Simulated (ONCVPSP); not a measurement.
# Transferability test, ONCV potential for Ru (Z = 44)

ONCVPSP 4.0.1 input, shortened (lines: element, Z, core and valence counts, functional; n l f; lmax; l rc ep ncon nbas qcut; lloc lpopt rc5 dvloc0; l nproj debl; icmod fcfact rcfact), LDA (Perdew-Wang 92), fully relativistic:

```
  Ru 44.00    6    4  -001012      upf
    1    0    2.00
    2    0    2.00
    2    1    6.00
    3    0    2.00
    3    1    6.00
    3    2   10.00
    4    0    2.00
    4    1    6.00
    4    2    7.00
    5    1    1.00
    2
    0    1.20    0.00    4    7    6.90
    1    2.15    0.00    5   10    7.30
    2    2.25    0.00    4    8    7.90
    4    3    1.10    3.00
    0    2    1.90
    1    3    1.70
    2    2    3.40
    1    0.65    0.00
```

Open shells are filled in proportion to 2j + 1.

In the s channel the program set the typed energies aside and used -2.866, 0.250 Ha.

Energies are relative to the spin-unpolarised reference configuration 4s2 4p6 4d7 5p1; without spin polarisation the order of configurations can differ from experiment.

Question: Give the all-electron excitation energy and the error of the potential for: 4s2 4p6 4d7 5s1 5p0; 4s2 4p6 4d7 5p0; 4s2 4p6 4d6 5p0; 4s2 4p6 4d6 5s1 5p1.

Answer:

| valence configuration | charge | ΔE all-electron (eV) | error AE − PS (meV) |
| --- | --- | --- | --- |
| 4s2 4p6 4d7 5s1 5p0 | 0 | -3.578 | +0.1 |
| 4s2 4p6 4d7 5p0 | +1 | 4.028 | +0.2 |
| 4s2 4p6 4d6 5p0 | +2 | 22.465 | +2.3 |
| 4s2 4p6 4d6 5s1 5p1 | 0 | 2.081 | +6.3 |

These tests converged, but a pseudo level misses the all-electron one widely, so the file describes the atom poorly there or has found another state: 4s2 4p6 4d7 5s1 5p0: empty 5p by 5.3 eV.
